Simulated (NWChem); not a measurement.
# SrF₂; SMILES [F][Sr][F]

Program: NWChem. Geometry: optimised at PBE0/def2-SVP. def2 effective core potentials on Sr; no spin-orbit coupling. Ions are spin-unrestricted doublets at the neutral geometry; other ion states weren't tried.

For level PBE/def2-QZVP:

```yaml
vertical ionisation energy, ΔSCF (eV): 10.43
"−ε(HOMO) (eV)": 6.62
```

Problem. What are these values for level PBE/def2-SVP?

Solution. 
| Property | Result |
|---|---|
| vertical ionisation energy, ΔSCF (eV) | 10.18 |
| −ε(HOMO) (eV) | 6.30 |
